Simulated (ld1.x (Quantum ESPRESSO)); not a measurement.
## What one change does to a pseudopotential (tantalum, TM semilocal)

Ta (Z = 73), norm-conserving Troullier–Martins (semilocal form), made with ld1.x (Quantum ESPRESSO) 7.5 (PBE, scalar-relativistic). Core [Xe] 4f14, reference 5d3 6s1 6p0 (charge +1). Waves: 6s (bound): rc 2.15 bohr; 6p (bound, empty): rc 3.05 bohr; 5d (bound): rc 2.50 bohr; 5f channel at 0.45 Ry: rc 2.85 bohr. Local part: the f channel. Core correction: Bessel-smoothed model core inside 1.65 bohr.

Change: all radii but the core radius scaled by about 0.93 (s 2.00, p 2.82, d 2.32, f 2.64 bohr).

Cutoffs: the cutoffs (Ry, on a coarse ladder) from which the occupation-weighted sum of valence levels, in a spherical-Bessel basis at the reference potential, stays within 10 and 1 mRy of its value at 400 Ry; they do not see the model core or the augmentation charge, which bear on the density cutoff. Errors are all-electron minus pseudo energies relative to the spin-unpolarised reference configuration.

What does the change do?

The potential gets harder (25 Ry and 35 Ry → 30 Ry and 50 Ry); of the 7 tests that both files solve, the error grows in 1 and shrinks in 3 by more than 15 % and 0.3 meV (median size 19.7 → 15.0 meV); neither file shows a bound ghost. A smaller radius makes the pseudo-wave follow the all-electron one further in, where it bends more sharply, so more plane waves are needed. A semilocal file is local in each channel, so a ghost entry of none says nothing of the separable form that plane-wave codes build from it.

| quantity | base | changed |
| --- | --- | --- |
| cutoff, loose | 25 Ry | 30 Ry |
| cutoff, tight | 35 Ry | 50 Ry |
| loose cutoff by channel (10 mRy a level) | s 15 Ry, d 21 Ry | s 18 Ry, d 21 Ry |
| bound ghosts | none | none |
| error for 5d3 6s2 6p0, meV [ΔE -8.47 eV] | +0.2 | +2.9 |
| error for 5d3 6s0 6p0, meV [ΔE 14.97 eV] | -15 | -15 |
| error for 5d2 6s0 6p0, meV [ΔE 38.58 eV] | -186 | -200 |
| error for 5d4 6s1 6p0, meV [ΔE -6.37 eV] | -20 | -14 |
| error for 5d2 6s2 6p1, meV [ΔE -5.48 eV] | -93 | -72 |
| error for 5d3 6s1 6p1, meV [ΔE -4.29 eV] | -2.3 | -1.6 |
| error for 5d4 6s0 6p0, meV [ΔE 1.43 eV] | -50 | -44 |
